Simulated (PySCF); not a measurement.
Compounds:

A. SMILES Cc1ccnnn1
B. SMILES CC(C)OC(=O)[SiH3]
C. SMILES CC(C)[SiH](P)P

Spectrum 1. ¹H NMR (300 MHz, computed): δ 5.30 (sept, 1H), 4.06 (s, 3H), 1.31 (d, 6H). ¹³C{¹H} NMR (computed): δ 186.2 (C), 68.8 (CH), 23.9 (CH3).

Spectrum 2. ¹H NMR (300 MHz, computed): δ 9.12 (d, J = 6.0 Hz, 1H), 7.20 (d, J = 6.0 Hz, 1H), 2.93 (s, 3H). ¹³C{¹H} NMR (computed): δ 162.6 (C), 152.4 (CH), 122.9 (CH), 24.8 (CH3).

Spectrum 3. ¹H NMR (300 MHz, computed): δ 4.89 (m, 1H), 1.08 (m, 6H), 1.01 (m, 4H), 0.99 (m, 1H). ¹³C{¹H} NMR (computed): δ 20.3 (CH), 19.9 (CH3).

Computed data (PySCF 2.14.0 with density-fitted response routines): couplings computed with B3LYP/pcJ-1 (spin–dipole term left out of most H,H and C,H couplings), σ from GIAO-PBE0/pcSseg-1, geometry from GFN2-xTB. Gas phase, fast rotation and ring inversion assumed for equivalent nuclei, no relativistic terms, a single conformation.

Referencing at the same level of theory: ¹H (σ = 31.72 ppm) and ¹³C (σ = 186.93 ppm) vs TMS. Multiplet labels drop J under 1 Hz and among equivalent protons, and merge close values. Unscaled 3J(H,H) run several per cent high. Splittings of carbon signals by F and P are missing where no couplings were computed. Where no couplings were computed, multiplicities follow the n + 1 count of equivalent neighbours, and m marks all less simple cases (inequivalent or close neighbours, rings, F or P nearby). Shifts are as computed. Against solution values, carbons near 30 ppm lie about +3 ppm off and those near 130 ppm about +5 ppm. Of 1211 compounds with measured shifts, 218 miss one by over three times the rms of a fit or turn the order of signals round; such compounds aren't used in these exercises.

Question: Match each spectrum to its structure.

Answer: 1–B, 2–A, 3–C.

- Spectrum 1 (B): 3 ¹³C signals; δC 68.8 is an sp3 CH bonded to O; δC 23.9 is a methyl carbon.
- Spectrum 2 (A): 4 ¹³C signals; δC 152.4 is an aromatic CH next to a ring nitrogen; δC 24.8 is a methyl carbon on an aromatic ring.
- Spectrum 3 (C): 2 ¹³C signals; δC 19.9 is a methyl carbon; δC 20.3 is an sp3 CH bonded to Si.
